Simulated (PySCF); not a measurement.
Dipole response of Sc⁺ (scandium, charge +1)

[Ar] 3d1 4s1, high-spin 3D determinant. All numbers are calculated (PySCF 2.14, the non-relativistic Hamiltonian (point nucleus), in def2-TZVPPD (6s6p4d2f1g, 67 functions)). Coupled (time-dependent) response in atomic units; α is the mean over directions.

```json
{"method": "UHF", "mean α (bohr³)": "78.40", "α xx, yy, zz": "77.00, 77.00, 81.19", "C₆ (like pair)": "583.3", "S(−4)": "5695"}
{"method": "PBE", "mean α (bohr³)": "60.99", "α xx, yy, zz": "60.00, 60.00, 62.97", "C₆ (like pair)": "417.4", "S(−4)": "3280"}
{"method": "PBE0", "mean α (bohr³)": "65.28", "α xx, yy, zz": "63.93, 63.93, 67.98", "C₆ (like pair)": "455.7", "S(−4)": "3827"}
{"method": "M06-2X", "mean α (bohr³)": "82.52", "α xx, yy, zz": "82.13, 82.13, 83.31", "C₆ (like pair)": "629.8", "S(−4)": "6237"}
```

S(−4) is the Cauchy moment in α(ω) = α(0) + S(−4) ω² + …

α(iu) at UHF:

| u (hartree) | α(iu) (bohr³) |
| --- | --- |
| 0 | 78.40 |
| 0.0500 | 66.48 |
| 0.100 | 46.32 |
| 0.200 | 22.48 |
| 0.300 | 13.26 |
| 0.500 | 6.882 |
| 0.750 | 4.277 |
| 1.00 | 3.091 |
| 1.50 | 1.908 |
| 2.00 | 1.299 |
| 3.00 | 0.7015 |
| 5.00 | 0.2930 |

A single London oscillator, α(iu) = α/(1 + u²/ω²), gives C₆ = (3/4) ω α². Matching the computed C₆ needs ω = 4 × 583.3 / (3 × 78.40²) = 0.127 hartree.

For an ion, C₆ is the dispersion term alone; charge-induced terms of lower order in 1/R come first.

The components differ because the open shell of this determinant is not spherical; for a pure term their mean is the scalar polarisability.
